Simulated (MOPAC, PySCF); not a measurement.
Lewis adduct: BF3 (SMILES FB(F)F) (first 4 atoms) with H2O (SMILES O); geometry from B3LYP-D3(BJ)/def2-TZVP, rigid monomers moved along the line of their centres of mass till B2···O5 is 3.36 Å.
(charge 0, multiplicity 1):
| atom | x (Å) | y (Å) | z (Å) |
|---|---|---|---|
| F | 1.0579 | -0.7844 | 0.3019 |
| B | 0.0295 | 0.0251 | 0.5722 |
| F | 0.2110 | 1.3471 | 0.3697 |
| F | -1.2132 | -0.4605 | 0.3687 |
| O | 0.0202 | 0.0275 | 3.9291 |
| H | -0.8434 | -0.2734 | 4.2424 |
| H | 0.1474 | 0.9317 | 4.2465 |

Monomers are frozen at their geometry in the pair; levels with a basis set take the counterpoise correction. Rows marked so take none.

Rows in 6-31G* carry no dispersion term and start afresh at each structure (6-31G* with six Cartesian d functions). The state that PM3, PM6 reach isn't checked.

The values were computed with MOPAC for PM3, PM6 (differences of heats of formation); PySCF for 6-31G* rows. Values without a source in brackets are computed.

Q: One of these levels gives -4.8 kJ/mol for the interaction energy. Name it.
(A) PM6
(B) BP86/6-31G* (no counterpoise)
(C) HF/6-31G* (no counterpoise)
(D) PM3

A: D, PM3. The others give -7.7 (PM6), -22.4 (HF/6-31G* (no counterpoise)), -19.4 (BP86/6-31G* (no counterpoise))
